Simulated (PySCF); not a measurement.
## Stretching CaN⁺

Set-up: PySCF, spin-free X2C with a Gaussian nucleus, basis sets Ca x2c-SVPall, N x2c-SVPall. Energies in eV from Ca⁺ + N in their ground configurations at the same level. State: ³Σ⁻ (triplet), unpaired electrons π ↑↑.

All columns are UHF. A positive dipole points towards N; it is taken about the centre of mass and depends on that origin.

```
R (Å)  E (eV)  μ (D)  Mulliken charge on Ca (basis-dependent)  HOMO (eV)  LUMO (eV)  Mayer bond order  ⟨S²⟩
1.852   1.649  -7.75                                     1.49     -13.95      -5.02              0.84  2.01
1.939   1.122  -8.34                                     1.53     -13.67      -5.14              0.79  2.01
2.025   0.807  -8.84                                     1.56     -13.37      -5.25              0.76  2.01
2.089   0.674  -9.16                                     1.56     -13.12      -5.32              0.75  2.02
2.154   0.608  -9.42                                     1.56     -12.84      -5.38              0.76  2.02
2.219   0.590  -9.57                                     1.54     -12.50      -5.42              0.77  2.04
2.305   0.394  -1.26                                     1.01     -10.84      -4.47              0.25  2.89
2.413   0.213  -1.42                                     1.00     -10.89      -4.49              0.22  2.91
2.542   0.079  -1.65                                     0.98     -10.93      -4.53              0.19  2.92
2.714  -0.014  -2.00                                     0.97     -10.99      -4.59              0.17  2.94
```

⟨S²⟩ of the unrestricted solution departs from its pure value on part of the curve, where spin states mix. Hartree–Fock leaves out correlation, which carries a large part of most bond energies and some tenths to 1 eV of ionisation energies. The state was picked by a PBE0 search and need not be the measured ground state.
